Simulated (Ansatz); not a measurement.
Cartesian coordinates (Å):
```xyz
10

C      2.0553    -0.1408     0.1620
In    -0.0127     0.2130    -0.3190
C     -2.0441    -0.1714     0.2814
F     -0.0619     1.3499    -1.9585
H      2.4150     0.6756     0.7884
H      2.6211    -0.1492    -0.7675
H      2.1873    -1.0817     0.6927
H     -2.2374    -1.2434     0.2919
H     -2.2210     0.2251     1.2807
H     -2.7042     0.3169    -0.4320
```
Charge 0, multiplicity 1.

All values below come from Ansatz (a program for electronic structure) with frozen-core CCSD(T)/def2-TZVPP // B3LYP-D3(BJ)/def2-TZVP.

The HF energy is -367.97857 Ha and the MP2 correlation energy comes out as -0.90605 Ha.

Task: Estimate the CCSD correlation energy, the (T) correction, the total energy and the T1 diagnostic.

Result: 
```
Item                             Value
-----------------------  -------------
CCSD correlation energy    -0.92599 Ha
(T) correction             -0.03118 Ha
CCSD(T) total energy     -368.93574 Ha
T1 diagnostic                    0.014
```
